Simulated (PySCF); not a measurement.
Method: PBE0-D4/def2-TZVP // PBE0-D4/def2-SVP (PySCF). Isolated molecules, 0 K electronic values unless said otherwise. One relaxed conformer stands for a flexible species; it need not be the lowest. Delta-SCF ions had no search for a lower state. Excitations are Tamm–Dancoff values on a coarser integration grid. The basis has no diffuse functions, so Rydberg states are missing or too high.

Reference species: [In(H)3(NH3)] (neutral, multiplicity 1).

The HOMO comes out as -7.28 eV, the vertical ionisation energy (Delta-SCF) is 9.50 eV and the S1–T1 gap (TDA) comes out as 0.27 eV. The S1 oscillator strength comes out as 0.003.

Changed species: [In(H)3(H2O)] (adduct with H2O; the reference has adduct with NH3).

Predict the effect on the HOMO, vertical ionisation energy (Delta-SCF), S1–T1 gap (TDA) and S1 oscillator strength.

the HOMO decreases by 0.25 eV, to -7.53 eV; the vertical ionisation energy (Delta-SCF) rises by 0.29 eV, to 9.79 eV; the S1–T1 gap (TDA) rises by 0.05 eV, to 0.32 eV; the S1 oscillator strength is nearly the same.
